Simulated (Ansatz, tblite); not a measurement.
Energy range of the profile of scans of the kind 'symmetric bend, bond length relaxed', at GFN2-xTB and at FCI.

Values in kJ/mol, from Ansatz (an electronic-structure program) and tblite. Where two bases are given, the first is that of GFN2-xTB. Full CI is exact in its basis, with frozen cores. Scans on which GFN2-xTB failed or broke off at a jump of its own curve are missing, so the means are lower bounds.

```
system                         basis  GFN2-xTB    FCI  GFN2-xTB − FCI
-------------------  ---------------  --------  -----  --------------
H3 cation singlet    — / aug-cc-pVQZ      24.6  170.6          -146.0
H2B cation singlet       — / cc-pVDZ     230.6  448.0          -217.4
H2Cl cation singlet      — / cc-pVDZ     138.8  244.8          -106.0
H3 cation singlet        — / cc-pVDZ      24.6  166.0          -141.3
H3 cation singlet    — / aug-cc-pVTZ      24.6  169.7          -145.1
H2Be singlet            — / def2-SVP     317.9  375.2           -57.3
H2B doublet          — / aug-cc-pVDZ     241.0  240.0             1.0
H2B doublet              — / cc-pVDZ     241.1  242.2            -1.1
H2Mg singlet         — / aug-cc-pVTZ     291.9  290.1             1.8
H2Se singlet             — / cc-pVDZ     236.1  327.9           -91.7
H2Mg singlet         — / aug-cc-pVDZ     291.9  293.5            -1.6
H2Mg singlet           — / def2-TZVP     291.9  293.0            -1.1
H2Be singlet         — / aug-cc-pVTZ     317.9  368.0           -50.2
```

The mean difference from FCI is -73.5 kJ/mol (median -57.3) and the mean absolute one 74.0 kJ/mol (median 57.3); GFN2-xTB lies above in 2 and below in 11 of 13 cases. It is closest for H2B doublet (1.0), H2Mg singlet (-1.1), H2B doublet (-1.1) and furthest off for H2B cation singlet (-217.4), H3 cation singlet (-146.0), H3 cation singlet (-145.1).
